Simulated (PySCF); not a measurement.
Correlation energy of P²⁺ (phosphorus, charge +2)

[Ne] 3s1 3p2, high-spin 4P determinant (an excited configuration). Calculation: PySCF 2.14, in aug-cc-pCVTZ-DK with one added diffuse shell each of s, p, d, f type (9s8p6d4f, 91 functions); the spin-free X2C one-electron Hamiltonian (Gaussian nucleus). Frozen: [Ne]; 3 electrons correlated.

```csv
level,correlation energy (mhartree)
CCSD,-16.22
(T),-0.09
CCSD(T),-16.31
```

Diagnostics: T1 = 0.0022, D1 = 0.0051, largest double amplitude 0.053.

**Question.** Is a single reference adequate?

**Answer.** Yes: T1 lies below 0.03 and no double amplitude reaches 0.07.
